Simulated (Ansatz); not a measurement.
Reaction (ligand exchange at a B–S bond): `CSB[SiH3]` + H–F → `FB[SiH3]` + CH₃SH

Gas-phase electronic energies from Ansatz, PBE0-D4/def2-TZVP geometries. CCSD(T)/CBS adds triple-zeta CCSD(T) − MP2 to the extrapolated MP2 energy (def2 sets, frozen cores). This one scheme is used for every species. Functionals use def2-TZVPP. One conformer a species, not always the lowest.

**Question.** Is it downhill or uphill in electronic energy at CCSD(T)/CBS, and by how much? (Best estimate.)

**Answer.** Computed: Downhill: ΔE = -12.6 kJ/mol.

**Question.** What do these levels give: LDA (SPW92), r2SCAN0-D4, B2PLYP, r2SCANh, SCS-MP2/def2-TZVPP, CCSD/def2-TZVPP, CCSD(T)/def2-TZVPP, HF/def2-QZVPP, MP2/def2-QZVPP, SCS-MP2/def2-QZVPP, HF/CBS(def2), MP2/CBS(def2)? (An estimate is asked.)

**Answer.** Computed: LDA (SPW92) -5.8, r2SCAN0-D4 -16.0, B2PLYP -25.5, r2SCANh -17.3, SCS-MP2/def2-TZVPP -21.0, CCSD/def2-TZVPP -24.2, CCSD(T)/def2-TZVPP -17.2, HF/def2-QZVPP -55.7, MP2/def2-QZVPP -6.8, SCS-MP2/def2-QZVPP -18.7, HF/CBS(def2) -55.9, MP2/CBS(def2) -4.5 kJ/mol.

Largest T1 diagnostic among the species: 0.015.

The D4 term adds +10.3 kJ/mol with B3LYP and +5.6 kJ/mol with PBE0; it sums over pairs of atoms, weighted by their polarisabilities, and B3LYP, whose exchange is more repulsive, gets the larger term. At CCSD(T), def2-SVP lies −18.7 kJ/mol from the extrapolated value and def2-TZVPP −4.6 kJ/mol.

B3LYP here is the variant with VWN-RPA as its local correlation; programs differ in this.
